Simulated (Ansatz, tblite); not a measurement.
Cost and result up the ladder for the cluster Si4H8 (the lowest singlet isomer of a short search) (12 atoms). Total charge 0; singlet. Geometry: r2SCAN-D4/def2-SVP.

```
atom    x (Å)    y (Å)    z (Å)
 Si1   0.3505   0.1141  -1.6083
 Si2  -0.4607   0.4288   1.5254
 Si3  -1.4852  -0.6403  -0.3201
 Si4   1.5962   0.0994   0.4032
  H5   2.7192   1.0675   0.5960
  H6  -2.8797  -0.2753  -0.7181
  H7  -0.8083   1.8866   1.5097
  H8   0.1070   1.5311  -2.0317
  H9  -0.6543  -0.1128   2.9058
 H10   2.0873  -1.2913   0.6703
 H11  -1.3898  -2.1259  -0.1473
 H12   0.8179  -0.6818  -2.7849
```

Ansatz on 4 threads of Arm Neoverse V1 on a shared host; xTB runs through tblite on one thread. Times are rough, summed over both states, and most runs start from the orbitals of an earlier one. No level here is sound enough to serve as a yardstick. The other state is a triplet.

The xTB rows come from tblite. The structure comes from a short search, and lower isomers may exist.

xTB has no spin-polarisation term.

```
                         level  functions  wall time  vertical triplet (eV)
                      GFN2-xTB         44    0.013 s                   2.98
                      GFN1-xTB         52    0.016 s                   2.55
PBE-D4/def2-TZVP (with forces)        196        7 s                   4.43
           r2SCAN-D4/def2-TZVP        196       29 s                   4.56
```
